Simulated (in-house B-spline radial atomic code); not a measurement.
Configurations of the indium ion In⁴⁺, with energies counted from [Kr] 4d9. Level of theory: scalar-relativistic (X2C) wB97X, spin-polarised, spherical fractional occupations, Fermi nucleus of rms radius 4.6156 fm; calculated with a B-spline radial code for spherical atoms. Shells without spins written out take the highest spin.

Caution: exact exchange at fractional occupations of open shells leaves self-interaction of up to several eV.

Occupations are held fixed; configurations that lie above the ionisation limit could autoionise.

```csv
configuration,E - E(ref) (eV),highest orbital,its <r> (bohr)
[Kr] 4d8 4f1,53.821,4f up,2.729
[Ar] 3d10 4s2 4p5 4d9 5s1,87.616,5s up,2.016
[Ar] 3d9 4s2 4p6 4d10,431.44,4d down,1.072
[Ar] 3d9 4s2 4p6 4d9 5f1,497.31,5f up,4.993
"[Ar] 3d(4 up, 5 down) 4s2 4p6 4d(5 up, 4 down) 5f(1 up, 0 down)",497.67,5f up,5
```

Task: Order these further configurations by energy, lowest first.
A. [Ar] 3d10 4s2 4p5 4d9 5f1
B. [Ar] 3d(4 up, 5 down) 4s2 4p6 4d(5 up, 4 down) 5d(1 up, 0 down)
C. [Kr] 4d(5 up, 3 down) 5d(0 up, 1 down)
D. [Ar] 3d10 4s2 4p5 4d9 5p1
E. [Ar] 3d10 4s2 4p(3 up, 2 down) 4d(4 up, 5 down) 5f(0 up, 1 down)

Result: C (49.379 eV), D (100.27 eV), A (125.45 eV), E (126.84 eV), B (486.03 eV).

Task: How far above the reference does [Kr] 4d8 5s1 lie?

Result: 23.043 eV; its least bound orbital is 5s up with <r> = 2.024 bohr.
